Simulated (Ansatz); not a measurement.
`[OH][Sn]([OH])[OH]`, charge 0, multiplicity 2.

(1) Give a relaxed structure at PBE0-D4/def2-TZVP (Ansatz 0.2.0). (An estimate is asked.)

Results:

(1) The calculation gave: 
Z-matrix (Å, degrees):
```
Sn
O 1 1.972
O 1 1.972 2 105.8
O 1 1.972 2 105.9 3 -111.9
H 2 0.963 1 112.4 3 -29.4
H 3 0.963 1 112.5 2 -141.7
H 4 0.963 1 112.5 2 -30.3
```
Point group C3.
